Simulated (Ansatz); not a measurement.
Molecular dynamics of C₃H₉BO

Input file:

```yaml
crystal:
  periodic: [false, false, false]
  atoms:
    - { symbol: C, position_ang: [-1.702575, -1.526354, 0.629342] }
    - { symbol: B, position_ang: [-0.474737, -0.564231, 0.82332] }
    - { symbol: C, position_ang: [0.682399, -0.141602, -0.203463] }
    - { symbol: C, position_ang: [0.588019, 1.343258, -0.562567] }
    - { symbol: O, position_ang: [1.598419, 1.766742, -1.455174] }
    - { symbol: H, position_ang: [-2.112291, -1.391988, 1.611425] }
    - { symbol: H, position_ang: [-0.911045, -1.31159, -0.13775] }
    - { symbol: H, position_ang: [-2.233583, -2.222949, -0.012681] }
    - { symbol: H, position_ang: [-0.493456, -0.078015, 1.909246] }
    - { symbol: H, position_ang: [1.642559, -0.3245, 0.303663] }
    - { symbol: H, position_ang: [0.725758, -0.71205, -1.143491] }
    - { symbol: H, position_ang: [-0.356981, 1.544236, -1.077774] }
    - { symbol: H, position_ang: [0.587478, 1.951563, 0.356101] }
    - { symbol: H, position_ang: [2.447035, 1.638179, -1.011496] }
basis:
  gaussian: { orbitals: "6-31G*" }
hamiltonian:
  xc: pbe0
md:
  timestep: 0.5
  n_steps: 200
  ensemble: nve
  temperature: 100.0
  initial_velocities: maxwell_boltzmann
  seed: 5242
```

Command:

```bash
$ ansatz run input.yaml --threads 2 --pin off --max-ram 3072MiB --backend cpu --events-out ev --progress --plain --runs-dir out
```

It starts at the highest image of a converged band. Of that band: The profile has 2 maxima (images 1, 6) with wells between them (image 2): this band takes more than one step, which may be the mechanism or a detour left from its start path. Neighbouring images differ by up to 3.3 eV, so the band resolves the path poorly. A vibrational analysis at the climbing image gives one clearly imaginary mode, 1586i cm⁻¹: a first-order saddle point.

Output, in part (one step line in 4, the closing report, with atoms numbered from 0):

```
md step     0: t =     0.00 fs  T =   100.0 K  F+E_penalty+E_count = -5970.10014975 eV  E_kin = 0.155112 eV  conserved = -5969.94503775 eV  (25 SCF iters)
md step     4: t =     2.00 fs  T =    74.6 K  F+E_penalty+E_count = -5970.06025474 eV  E_kin = 0.115748 eV  conserved = -5969.94450631 eV  (24 SCF iters)
md step     8: t =     4.00 fs  T =    55.3 K  F+E_penalty+E_count = -5970.03046943 eV  E_kin = 0.085848 eV  conserved = -5969.94462182 eV  (25 SCF iters)
md step    12: t =     6.00 fs  T =    41.4 K  F+E_penalty+E_count = -5970.00874810 eV  E_kin = 0.064206 eV  conserved = -5969.94454213 eV  (25 SCF iters)
md step    16: t =     8.00 fs  T =    45.6 K  F+E_penalty+E_count = -5970.01482419 eV  E_kin = 0.070726 eV  conserved = -5969.94409789 eV  (24 SCF iters)
md step    20: t =    10.00 fs  T =   126.6 K  F+E_penalty+E_count = -5970.14050473 eV  E_kin = 0.196411 eV  conserved = -5969.94409366 eV  (27 SCF iters)
md step    24: t =    12.00 fs  T =   309.6 K  F+E_penalty+E_count = -5970.42366874 eV  E_kin = 0.480245 eV  conserved = -5969.94342406 eV  (29 SCF iters)
md step    28: t =    14.00 fs  T =   691.3 K  F+E_penalty+E_count = -5971.01655908 eV  E_kin = 1.072219 eV  conserved = -5969.94433991 eV  (29 SCF iters)
md step    32: t =    16.00 fs  T =  1173.1 K  F+E_penalty+E_count = -5971.76764246 eV  E_kin = 1.819694 eV  conserved = -5969.94794844 eV  (26 SCF iters)
md step    36: t =    18.00 fs  T =  1377.3 K  F+E_penalty+E_count = -5972.08505797 eV  E_kin = 2.136317 eV  conserved = -5969.94874102 eV  (25 SCF iters)
md step    40: t =    20.00 fs  T =  1229.9 K  F+E_penalty+E_count = -5971.85489475 eV  E_kin = 1.907678 eV  conserved = -5969.94721724 eV  (27 SCF iters)
md step    44: t =    22.00 fs  T =   959.4 K  F+E_penalty+E_count = -5971.43338116 eV  E_kin = 1.488075 eV  conserved = -5969.94530635 eV  (25 SCF iters)
md step    48: t =    24.00 fs  T =   878.0 K  F+E_penalty+E_count = -5971.30551739 eV  E_kin = 1.361950 eV  conserved = -5969.94356786 eV  (26 SCF iters)
md step    52: t =    26.00 fs  T =  1170.4 K  F+E_penalty+E_count = -5971.76365906 eV  E_kin = 1.815435 eV  conserved = -5969.94822412 eV  (25 SCF iters)
md step    56: t =    28.00 fs  T =  1297.6 K  F+E_penalty+E_count = -5971.96082777 eV  E_kin = 2.012696 eV  conserved = -5969.94813213 eV  (25 SCF iters)
md step    60: t =    30.00 fs  T =  1458.8 K  F+E_penalty+E_count = -5972.21234244 eV  E_kin = 2.262812 eV  conserved = -5969.94953054 eV  (25 SCF iters)
md step    64: t =    32.00 fs  T =  1537.2 K  F+E_penalty+E_count = -5972.33355942 eV  E_kin = 2.384431 eV  conserved = -5969.94912815 eV  (25 SCF iters)
md step    68: t =    34.00 fs  T =  1334.9 K  F+E_penalty+E_count = -5972.01679661 eV  E_kin = 2.070548 eV  conserved = -5969.94624890 eV  (26 SCF iters)
md step    72: t =    36.00 fs  T =  1226.4 K  F+E_penalty+E_count = -5971.84958426 eV  E_kin = 1.902284 eV  conserved = -5969.94730058 eV  (28 SCF iters)
md step    76: t =    38.00 fs  T =  1100.7 K  F+E_penalty+E_count = -5971.65570124 eV  E_kin = 1.707267 eV  conserved = -5969.94843434 eV  (29 SCF iters)
md step    80: t =    40.00 fs  T =   981.9 K  F+E_penalty+E_count = -5971.46175031 eV  E_kin = 1.523025 eV  conserved = -5969.93872527 eV  (29 SCF iters)
md step    84: t =    42.00 fs  T =  1442.7 K  F+E_penalty+E_count = -5972.19358055 eV  E_kin = 2.237856 eV  conserved = -5969.95572488 eV  (26 SCF iters)
md step    88: t =    44.00 fs  T =  1156.1 K  F+E_penalty+E_count = -5971.73922967 eV  E_kin = 1.793205 eV  conserved = -5969.94602442 eV  (26 SCF iters)
md step    92: t =    46.00 fs  T =   879.2 K  F+E_penalty+E_count = -5971.30803854 eV  E_kin = 1.363714 eV  conserved = -5969.94432486 eV  (26 SCF iters)
md step    96: t =    48.00 fs  T =   964.3 K  F+E_penalty+E_count = -5971.44076837 eV  E_kin = 1.495721 eV  conserved = -5969.94504739 eV  (26 SCF iters)
md step   100: t =    50.00 fs  T =  1310.9 K  F+E_penalty+E_count = -5971.98197438 eV  E_kin = 2.033327 eV  conserved = -5969.94864787 eV  (26 SCF iters)
md step   104: t =    52.00 fs  T =  1365.5 K  F+E_penalty+E_count = -5972.06808698 eV  E_kin = 2.118088 eV  conserved = -5969.94999873 eV  (25 SCF iters)
md step   108: t =    54.00 fs  T =  1395.0 K  F+E_penalty+E_count = -5972.11308623 eV  E_kin = 2.163877 eV  conserved = -5969.94920922 eV  (25 SCF iters)
md step   112: t =    56.00 fs  T =  1459.3 K  F+E_penalty+E_count = -5972.21286860 eV  E_kin = 2.263581 eV  conserved = -5969.94928763 eV  (26 SCF iters)
md step   116: t =    58.00 fs  T =  1153.5 K  F+E_penalty+E_count = -5971.73475875 eV  E_kin = 1.789172 eV  conserved = -5969.94558723 eV  (26 SCF iters)
md step   120: t =    60.00 fs  T =  1006.8 K  F+E_penalty+E_count = -5971.50711549 eV  E_kin = 1.561653 eV  conserved = -5969.94546283 eV  (26 SCF iters)
md step   124: t =    62.00 fs  T =   992.4 K  F+E_penalty+E_count = -5971.48971740 eV  E_kin = 1.539349 eV  conserved = -5969.95036815 eV  (26 SCF iters)
md step   128: t =    64.00 fs  T =   692.7 K  F+E_penalty+E_count = -5971.01239773 eV  E_kin = 1.074493 eV  conserved = -5969.93790476 eV  (29 SCF iters)
md step   132: t =    66.00 fs  T =  1285.1 K  F+E_penalty+E_count = -5971.94880697 eV  E_kin = 1.993419 eV  conserved = -5969.95538845 eV  (29 SCF iters)
md step   136: t =    68.00 fs  T =  1451.4 K  F+E_penalty+E_count = -5972.19957744 eV  E_kin = 2.251258 eV  conserved = -5969.94831976 eV  (26 SCF iters)
md step   140: t =    70.00 fs  T =  1325.8 K  F+E_penalty+E_count = -5972.00206090 eV  E_kin = 2.056415 eV  conserved = -5969.94564629 eV  (26 SCF iters)
md step   144: t =    72.00 fs  T =  1382.1 K  F+E_penalty+E_count = -5972.09027419 eV  E_kin = 2.143797 eV  conserved = -5969.94647741 eV  (26 SCF iters)
md step   148: t =    74.00 fs  T =  1442.6 K  F+E_penalty+E_count = -5972.19167339 eV  E_kin = 2.237660 eV  conserved = -5969.95401366 eV  (26 SCF iters)
md step   152: t =    76.00 fs  T =   768.9 K  F+E_penalty+E_count = -5971.13068142 eV  E_kin = 1.192664 eV  conserved = -5969.93801710 eV  (26 SCF iters)
md step   156: t =    78.00 fs  T =  1140.6 K  F+E_penalty+E_count = -5971.72565416 eV  E_kin = 1.769212 eV  conserved = -5969.95644205 eV  (26 SCF iters)
md step   160: t =    80.00 fs  T =  1252.6 K  F+E_penalty+E_count = -5971.89162095 eV  E_kin = 1.942913 eV  conserved = -5969.94870754 eV  (24 SCF iters)
md step   164: t =    82.00 fs  T =  1015.8 K  F+E_penalty+E_count = -5971.52052348 eV  E_kin = 1.575555 eV  conserved = -5969.94496892 eV  (26 SCF iters)
md step   168: t =    84.00 fs  T =  1048.2 K  F+E_penalty+E_count = -5971.57123820 eV  E_kin = 1.625887 eV  conserved = -5969.94535130 eV  (26 SCF iters)
md step   172: t =    86.00 fs  T =  1227.3 K  F+E_penalty+E_count = -5971.85889144 eV  E_kin = 1.903703 eV  conserved = -5969.95518884 eV  (25 SCF iters)
md step   176: t =    88.00 fs  T =   731.9 K  F+E_penalty+E_count = -5971.06899658 eV  E_kin = 1.135326 eV  conserved = -5969.93367072 eV  (24 SCF iters)
md step   180: t =    90.00 fs  T =  1423.8 K  F+E_penalty+E_count = -5972.16839746 eV  E_kin = 2.208473 eV  conserved = -5969.95992399 eV  (24 SCF iters)
md step   184: t =    92.00 fs  T =  1428.3 K  F+E_penalty+E_count = -5972.16389762 eV  E_kin = 2.215517 eV  conserved = -5969.94838083 eV  (26 SCF iters)
md step   188: t =    94.00 fs  T =  1122.3 K  F+E_penalty+E_count = -5971.68661154 eV  E_kin = 1.740785 eV  conserved = -5969.94582637 eV  (26 SCF iters)
md step   192: t =    96.00 fs  T =  1021.9 K  F+E_penalty+E_count = -5971.52966907 eV  E_kin = 1.585070 eV  conserved = -5969.94459889 eV  (25 SCF iters)
md step   196: t =    98.00 fs  T =  1257.3 K  F+E_penalty+E_count = -5971.89986328 eV  E_kin = 1.950196 eV  conserved = -5969.94966703 eV  (26 SCF iters)
md step   200: t =   100.00 fs  T =  1039.8 K  F+E_penalty+E_count = -5971.56970787 eV  E_kin = 1.612900 eV  conserved = -5969.95680762 eV  (27 SCF iters)
Total energy: -5971.56972679 eV, -219.4511397843 hartree
Atom 0 at    -1.667881    -1.611365     0.544650 Å, force     0.702677    -0.697105    -3.780983 eV/Å
Atom 1 at    -0.642964    -0.537484     0.744641 Å, force    -1.710266     2.559588     1.003595 eV/Å
Atom 2 at     0.532187    -0.012874     0.042042 Å, force     3.588884     0.858667    -2.259218 eV/Å
Atom 3 at     0.713554     1.497724    -0.509290 Å, force     1.365769    -1.321293    -0.413877 eV/Å
Atom 4 at     1.730936     1.616385    -1.593445 Å, force    -1.586792    -0.372725     1.614551 eV/Å
Atom 5 at    -1.618230    -2.473093    -0.126486 Å, force     0.535408     0.650683    -1.683549 eV/Å
Atom 6 at    -1.389569    -2.221385     1.294721 Å, force    -0.926519    -1.750454     4.748985 eV/Å
Atom 7 at    -2.570432    -1.091887     0.323585 Å, force    -1.531115    -0.080302     1.227487 eV/Å
Atom 8 at    -0.970585     0.226047     1.634196 Å, force    -0.147207    -0.266703     0.347224 eV/Å
Atom 9 at     1.322464    -0.177243     0.810718 Å, force     0.027848     0.177647    -0.119892 eV/Å
Atom 10 at     0.797848    -0.722648    -0.753796 Å, force     0.204467     0.388978    -0.420243 eV/Å
Atom 11 at    -0.205233     1.850707    -0.942432 Å, force    -0.417822     0.046350    -0.505625 eV/Å
Atom 12 at     0.947347     2.195293     0.306087 Å, force     0.131807    -0.242130     0.079671 eV/Å
Atom 13 at     2.563286     1.245243    -1.261966 Å, force    -0.237138     0.048799     0.161876 eV/Å
Dipole moment:     0.143369    -0.249038     0.272315 e Å
```

The run went to its last step. The conserved energy stayed within 1.1 meV per atom of its start (net change -0.84 meV per atom), so the integration is sound. The system heated up, since it started high on the potential surface and ran downhill. A run of 0.1 ps of so small a system gives no equilibrium averages. The orbitals stay closed-shell, which can raise the energy where a bond breaks towards radicals; this wasn't checked here.

The step under study would form B2–H7 and break C1–H7. These pairs go: B2–H7 1.29 → 1.92 Å, C1–H7 1.12 → 1.01 Å. In the last frame they stand as before the step (other bonds may differ from the relaxed reactants and products). These pairs come and go: their bonding changes 11 times, last at 98 of 100 fs, so the outcome isn't settled. It ends as one piece, C3H9BO. Pairs count as bonded within 1.25 times the sum of covalent radii (0.12 Å more for H–H).

Last frame:

```xyz
14
Properties=species:S:1:pos:R:3
C -1.668 -1.611 0.545
B -0.643 -0.537 0.745
C 0.532 -0.013 0.042
C 0.714 1.498 -0.509
O 1.731 1.616 -1.593
H -1.618 -2.473 -0.127
H -1.390 -2.221 1.295
H -2.570 -1.092 0.324
H -0.971 0.226 1.634
H 1.323 -0.177 0.811
H 0.798 -0.723 -0.754
H -0.205 1.851 -0.942
H 0.947 2.195 0.306
H 2.563 1.245 -1.262
```

Time of the run: 6 min on 2 threads of Arm Neoverse V2, with other jobs on the host, peak memory 0.19 GiB.
